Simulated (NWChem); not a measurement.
Species: GaAsH$_{4}$; SMILES [GaH2][AsH2]

Problem. Give the equilibrium geometry at PBE-D3(BJ)/def2-SVP (NWChem) as a Z-matrix, with the point group.

Solution. point group Cs; any orientation.
```
Ga
H 1 1.5844
H 1 1.5846 2 120.86
As 1 2.4326 2 119.43 3 -174.52
H 4 1.5395 1 91.86 2 -139.34
H 4 1.5397 5 93.15 1 -91.93
```
